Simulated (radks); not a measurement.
Q: Ge XIX, configuration [He] 2s2 2p5 3s2 3p2 3d1 (not the ground configuration). Calculated with a radial shooting solver on a logarithmic mesh with Libxc functionals: scalar-relativistic Kohn-Sham, BLYP, spin-polarised, spherical densities, finite nucleus; open shells are filled with parallel spins first; Fermi nuclear charge, rms radius 4.0742 fm. Some entries of the table are withheld. Estimate them.

orbital  occ.  eigenvalue (eV)  <r> (bohr)
1s up       1        -11773.06     0.04698
1s down     1        -11765.39     0.04695
2s up       1        -2113.345      0.2058
2s down     1        -2100.935      0.2058
2p up       3        -1954.681         (1)
2p down     2        -1940.341         (2)
3s up       1        -748.1060      0.5217
3s down     1        -734.7972      0.5248
3p up       2        -696.5340         (3)
3p down     0        -682.9906         (4)
3d up       1        -621.8508      0.4607
3d down     0        -608.8246      0.4630

A: 
(1) 2p up <r> (bohr): 0.1789
(2) 2p down <r> (bohr): 0.1791
(3) 3p up <r> (bohr): 0.5099
(4) 3p down <r> (bohr): 0.5133
